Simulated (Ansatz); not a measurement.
Cs3Ge3Br9. Total charge 0; singlet. Geometry PBE-D4/def2-SVP.

Cartesian coordinates in Å:
```
Cs -2.6460 -1.8443 -3.4072
Cs -1.1216 3.1183 1.5263
Cs 4.3149 -0.1389 -1.7535
Ge -3.2047 -0.6043 0.6448
Ge 0.3741 -1.3317 -0.3691
Ge 2.5824 0.8480 2.0400
Br 2.5705 -2.4393 0.2579
Br 0.9345 -1.0805 -2.8829
Br 1.7656 1.8269 -0.2249
Br -4.2378 1.3014 1.9153
Br 2.0161 2.9231 3.3428
Br -1.0654 -3.4001 -0.6739
Br -5.1148 -1.3302 -0.7750
Br 4.9918 1.2367 1.5456
Br -2.1596 0.9150 -1.1861
```

In the def2 sets Cs takes a core potential; there is no spin–orbit coupling. Single mean-field runs in def2-SVP, def2-TZVP are fitted with def2-universal-jkfit. Another isomer (singlet) lies 0.14 eV lower at PBE0-D4/def2-TZVP; other spin states weren't run for this one.

**Question.** Estimate the orbital energies around the gap (eV) in Ansatz with LDA (SPW92)/def2-TZVP, PBE-D4/def2-SVP, r2SCAN-D4/def2-TZVP, PBE0-D4/def2-SVP, PBE0-D4/def2-TZVP.

**Answer.** 
```tsv
orbital	LDA (SPW92)/def2-TZVP	PBE-D4/def2-SVP	r2SCAN-D4/def2-TZVP	PBE0-D4/def2-SVP	PBE0-D4/def2-TZVP
HOMO−13	-7.02	-6.69	-7.14	-7.99	-8.08
HOMO−12	-6.97	-6.62	-7.07	-7.93	-8.02
HOMO−11	-6.70	-6.36	-6.81	-7.64	-7.72
HOMO−10	-6.65	-6.31	-6.75	-7.58	-7.67
HOMO−9	-6.64	-6.30	-6.75	-7.57	-7.66
HOMO−8	-6.60	-6.25	-6.70	-7.53	-7.62
HOMO−7	-6.57	-6.22	-6.68	-7.51	-7.60
HOMO−6	-6.51	-6.18	-6.64	-7.46	-7.55
HOMO−5	-6.42	-6.09	-6.54	-7.36	-7.45
HOMO−4	-6.39	-6.07	-6.51	-7.32	-7.41
HOMO−3	-6.38	-6.05	-6.50	-7.31	-7.40
HOMO−2	-5.90	-5.56	-5.89	-6.56	-6.62
HOMO−1	-5.81	-5.48	-5.81	-6.49	-6.55
HOMO	-5.72	-5.38	-5.70	-6.37	-6.43
LUMO	-2.42	-1.98	-1.96	-1.38	-1.45
LUMO+1	-2.02	-1.61	-1.56	-0.97	-1.04
LUMO+2	-2.01	-1.59	-1.55	-0.95	-1.02
LUMO+3	-1.83	-1.39	-1.37	-0.83	-0.84
LUMO+4	-1.62	-1.32	-1.12	-0.76	-0.80
LUMO+5	-1.60	-1.24	-1.08	-0.70	-0.74
```
